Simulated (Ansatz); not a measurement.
# Energy profile

The step: Si₄H₉Cl ([SiH3][Si]([SiH3])([SiH3])[Cl]) + HF → Si₃H₇Cl ([SiH3][SiH]([SiH3])[Cl]) + SiH₃F ([F][SiH3]); bonds formed: Si1–H6, Si2–F7; bonds broken: Si1–Si2, H6–F7 (atoms numbered as in the saddle structure below).

Si1  (-0.227, 0.586, 0.048)
Si2  (2.190, -0.283, 0.548)
Si3  (-0.314, -0.138, -2.173)
Si4  (-2.276, 0.158, 1.112)
Cl5  (0.091, 2.632, 0.135)
H6  (0.546, -0.420, 1.332)
F7  (1.208, -1.145, 1.998)
H8  (3.163, 0.159, 1.570)
H9  (2.422, -1.580, -0.122)
H10  (2.356, 0.745, -0.535)
H11  (-1.414, 0.582, -2.867)
H12  (0.973, 0.124, -2.866)
H13  (-0.603, -1.598, -2.175)
H14  (-2.533, -1.306, 1.059)
H15  (-2.214, 0.604, 2.528)
H16  (-3.370, 0.878, 0.408)
(Å)

Electronic energies by CCSD(T) at an estimated basis limit (MP2 extrapolated from triple and quadruple zeta, plus CCSD(T) − MP2 in triple zeta), on PBE0-D4/def2-TZVP structures; Si$_{4}$H$_{10}$ClF, singlet; no counterpoise correction. Ansatz 0.2.0; basis: def2-TZVPP and def2-QZVPP; cores frozen in the correlated methods. Extrapolation: Hartree–Fock as exp(−7.88 √X), correlation as X^−2.97.

Q: Give the profile in kJ/mol, counted from the separated reactants. (Judge from chemistry; the value comes from the calculation.)

A: Computed:
| point | kJ/mol |
| --- | --- |
| separated: Si$_{4}$H$_{9}$Cl (linked as [SiH3][Si]([SiH3])([SiH3])[Cl]; Si1, Si2, Si3, Si4, Cl5, H8, H9, H10, H11, H12, H13, H14, H15, H16; singlet) + HF (H6, F7; singlet) | 0.0 |
| start structure | -7.5 |
| saddle | 161.9 |
| end structure | -120.5 |
| separated: Si$_{3}$H$_{7}$Cl (linked as [SiH3][SiH]([SiH3])[Cl]; Si1, Si3, Si4, Cl5, H6, H11, H12, H13, H14, H15, H16; singlet) + SiH$_{3}$F (linked as [F][SiH3]; Si2, F7, H8, H9, H10; singlet) | -113.2 |

No T1 diagnostic of these runs exceeds 0.015.

For scale, one of the runs: CCSD(T)/def2-TZVPP, 381 basis functions, launched by `ansatz run in.yaml --threads 4 --pin off --events-out ev --progress --plain --max-ram 46080MiB --backend cuda --devices 0, --max-vram 37GiB`. The run took 10 s on 4 CPU threads of an AMD EPYC 7R13 and a share of one NVIDIA H100 (shared host), with 0.88 GiB of host memory at its peak.
